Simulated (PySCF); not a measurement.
`C[C@@]12C[C@H](OC(F)F)C[C@@H]1O2`: 4 charge schemes on one density

Compound: C7H10F2O2.
Z-matrix (Å and degrees, GFN2-xTB geometry), rows numbered from 1:
```
C 
C   1  1.5049
C   2  1.5220  1  118.78
C   3  1.5439  2  105.59  1   161.32
O   4  1.4286  3  112.51  2   100.43
C   5  1.3380  4  116.69  3    81.50
F   6  1.3409  5  108.95  4   158.01
F   6  1.3651  5  112.88  4   -85.25
C   4  1.5408  3  107.09  2   -17.20
C   2  1.4656  1  124.82  3   145.97
O  10  1.4006  2   58.51  1   104.66
H   1  1.0880  2  110.14  3   -61.94
H   1  1.0868  2  109.90  3   177.66
H   1  1.0877  2  110.00  3    58.16
H   3  1.0891  2  110.88  1   -78.64
H   3  1.0904  2  109.74  1    41.89
H   4  1.0994  3  110.84  2  -138.87
H   6  1.1113  5  114.50  4    36.36
H   9  1.0887  4  109.18  3   137.35
H   9  1.0892  4  111.16  3  -101.54
H  10  1.0830  2  123.28 11  -102.57
```

Density: PBE0/pcSseg-1 (PySCF); schemes: Mulliken, IAO, Hirshfeld and ESP-fitted. Isolated species at its GFN2-xTB geometry (one conformer only).

Problem. Which atoms carry the highest charge in the Mulliken, IAO, Hirshfeld and ESP-fitted schemes?

Solution. All schemes agree: Mulliken C6 (+0.696); IAO C6 (+0.610); Hirshfeld C6 (+0.201); ESP-fitted C6 (+0.458).

Problem. At which atom do the 4 schemes differ most?

Solution. At C2: from -0.220 (Mulliken) to +0.456 e (ESP-fitted), 0.676 e apart.

Problem. Do the Mulliken, IAO, Hirshfeld and ESP-fitted schemes agree on where the charge is lowest?

Solution. The schemes don't all agree: Mulliken O5 (-0.457); IAO C1 (-0.437); Hirshfeld O11 (-0.157); ESP-fitted C1 (-0.770).

Problem. What partial charge does each atom carry?

Solution. In e:

```tsv
atom	environment	Mulliken	IAO	Hirshfeld	ESP-fitted
C1	methyl carbon	-0.124	-0.437	-0.119	-0.770
C2	sp3 carbon bound to oxygen	-0.220	+0.207	+0.067	+0.456
C3	ring CH2 carbon	-0.015	-0.305	-0.087	-0.314
C4	sp3 carbon bound to oxygen	-0.073	+0.086	+0.059	+0.053
O5	ether oxygen	-0.457	-0.358	-0.128	-0.278
C6	CHF2 carbon	+0.696	+0.610	+0.201	+0.458
F7	fluorine of a CF2 group	-0.276	-0.290	-0.108	-0.206
F8	fluorine of a CF2 group	-0.309	-0.323	-0.118	-0.222
C9	ring CH2 carbon	-0.061	-0.289	-0.079	-0.263
C10	sp3 carbon bound to oxygen	+0.030	+0.047	+0.016	+0.113
O11	epoxide oxygen	-0.383	-0.403	-0.157	-0.343
H12	methyl hydrogen	+0.117	+0.147	+0.046	+0.188
H13	methyl hydrogen	+0.121	+0.157	+0.049	+0.202
H14	methyl hydrogen	+0.125	+0.150	+0.048	+0.227
H15	methylene hydrogen	+0.155	+0.166	+0.037	+0.148
H16	methylene hydrogen	+0.119	+0.142	+0.045	+0.101
H17	methine hydrogen	+0.116	+0.123	+0.038	+0.106
H18	methine hydrogen	+0.061	+0.114	+0.041	+0.049
H19	methylene hydrogen	+0.152	+0.168	+0.048	+0.137
H20	methylene hydrogen	+0.129	+0.147	+0.049	+0.091
H21	methine hydrogen	+0.096	+0.142	+0.051	+0.069
```

Mean size of the charges over all atoms: IAO 0.229 e, ESP-fitted 0.228 e, Mulliken 0.183 e, Hirshfeld 0.076 e. Each set sums to the total charge, 0, to within 0.001 e. The ESP scheme fits charges at the nuclei, held to the total charge, to the electrostatic potential on points at 1.4 to 2.0 times the van der Waals radii. The Hirshfeld scheme weights the molecular density at each point by an atom's share of the summed free-atom densities.

Problem. How many electrons does the ESP-fitted scheme count on F8?

Solution. Z − q = 9 − (-0.222) = 9.222.

Problem. How closely do the schemes follow one another over all atoms?

Solution. Correlation coefficient and root-mean-square difference: IAO with Hirshfeld 0.99, 0.179 e; IAO with ESP-fitted 0.92, 0.110 e; Hirshfeld with ESP-fitted 0.89, 0.209 e; Mulliken with Hirshfeld 0.85, 0.174 e; Mulliken with IAO 0.83, 0.150 e; Mulliken with ESP-fitted 0.61, 0.235 e.

These values come from a run that also computed NMR shieldings. On one thread of an Arm Neoverse V1 (shared host), this took 75 s wall (with the writing of density and orbital grids) and 1.1 GiB of memory at its peak.
